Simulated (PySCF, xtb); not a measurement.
Sn(SH)2 (H2S2Sn), SMILES [SH][Sn][SH] (connectivity only; charge and spin as stated), neutral, multiplicity 1. One conformer was computed; it need not be the lowest.

Harmonic wavenumbers (cm⁻¹) from xtb with GFN2-xTB at its own minimum, in rising order: 104, 206, 228, 331, 340, 526, 577, 2390, 2403.

Task: What does PySCF with B3LYP-D3(BJ)/def2-SVP give at its own minimum? (The exact figures need the calculation; the answer reports its results.)

Result: 110, 246, 326, 333, 334, 619, 707, 2661, 2662. Paired by order, the mean absolute difference is 101 cm⁻¹ and the zero-point energies are 10.2 and 11.4 kcal/mol.
